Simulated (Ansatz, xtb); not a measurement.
**Relative energy of two structures of C4H10B2O2**

Structure X: a singlet given by its coordinates. Structure Y: `BOBOC(=C)CC`, a singlet. Both are isolated molecules in the gas phase, relaxed with r2SCAN-D4/def2-SVP; the shapes shown needn't be the lowest conformers.

X (Å):

```tsv
atom	x (Å)	y (Å)	z (Å)
C	1.5583	1.1309	-0.3204
C	-2.2032	0.7738	-0.1933
C	-2.4340	-0.0525	0.8893
C	-3.1990	1.0947	-1.2527
B	-1.4562	-1.3629	-0.1047
B	0.1509	0.4599	-0.2680
O	-0.1110	-0.8433	-0.1469
O	-0.9952	1.3105	-0.3818
H	-1.6651	-2.2263	0.7283
H	-1.9685	-1.5660	-1.1934
H	2.3616	0.3887	-0.4244
H	1.6251	1.8551	-1.1479
H	1.7394	1.7043	0.6051
H	-1.7787	0.0092	1.7615
H	-3.4452	-0.4291	1.0553
H	-2.7836	0.8721	-2.2468
H	-3.4026	2.1781	-1.2192
H	-4.1391	0.5491	-1.1066
```

Close contacts (Å): C1–B6 1.56, C2–C3 1.38, C2–C4 1.49, C2–O8 1.34, C3–B5 1.91, B5–O7 1.44, B6–O7 1.33, B6–O8 1.43, C1–H11 1.10, C1–H12 1.10, C1–H13 1.10, C3–H14 1.09, C3–H15 1.09, C4–H16 1.10, C4–H17 1.10, C4–H18 1.10, B5–H9 1.22, B5–H10 1.22.

Y (Å):

```tsv
atom	x (Å)	y (Å)	z (Å)
C	-0.9200	1.0063	-2.1775
C	0.3903	1.2417	-2.3282
C	-2.0042	2.0405	-2.1628
C	-2.7910	2.0595	-0.8513
B	-2.0059	-3.6632	-1.3538
B	-0.9196	-1.2165	-1.2100
O	-1.4233	-2.4614	-1.3052
O	-1.4254	-0.2689	-2.0498
H	-2.9968	-3.8621	-0.6858
H	-1.5187	-4.5179	-2.0597
H	-0.0651	-0.9641	-0.3982
H	0.7500	2.2659	-2.4402
H	1.1186	0.4278	-2.3568
H	-2.6936	1.8219	-2.9993
H	-1.5550	3.0251	-2.3643
H	-3.2677	1.0852	-0.6639
H	-2.1313	2.2859	0.0015
H	-3.5846	2.8215	-0.8807
```

Question: Estimate E(Y) − E(X) at the level CCSD(T)/def2-SVP + ΔMP2/def2-TZVPP.

Answer: Calculated at CCSD(T)/def2-SVP + ΔMP2/def2-TZVPP: E(Y) − E(X) = +12.7 kcal/mol, so structure X lies lower.

How the difference moves with the method:

| level | geometry | E(Y) − E(X) (kcal/mol) | departure from the last row (kcal/mol) | job, with rough time for the two |
| --- | --- | --- | --- | --- |
| r2SCAN-D4/def2-SVP | r2SCAN-D4/def2-SVP | +16.7 | +4.0 | optimisation, 4.1 min |
| HF/def2-SVP | r2SCAN-D4/def2-SVP | +0.2 | −12.5 | part of the CCSD(T) run |
| MP2/def2-SVP | r2SCAN-D4/def2-SVP | +11.2 | −1.5 | part of the CCSD(T) run |
| CCSD(T)/def2-SVP | r2SCAN-D4/def2-SVP | +9.3 | −3.4 | single point |
| CCSD(T)/def2-SVP + ΔMP2/def2-TZVPP | r2SCAN-D4/def2-SVP | +12.7 |  | single point, 2.7 min |

HF/def2-SVP finds them nearly level. The largest departure from CCSD(T)/def2-SVP + ΔMP2/def2-TZVPP is that of HF/def2-SVP, 12.5 kcal/mol. Levels run at GFN2-xTB geometries aren't shown. The last row adds to CCSD(T) the change of the MP2 difference between the two basis sets, here +3.4 kcal/mol, a large step that makes the value less sure.

With thermal terms from frequencies at re-optimised GFN2-xTB minima (ideal gas, soft modes damped towards free rotors, one conformer each, 298.15 K, 1 atm): the zero-point term adds +0.3 kcal/mol; ΔH is +12.6 and ΔG +13.6 kcal/mol.

The correlated steps freeze 8 core orbitals. Codes used: Ansatz 0.2.0, xtb 6.7.1; the last row on 4 threads of Arm Neoverse V1 on a shared host.
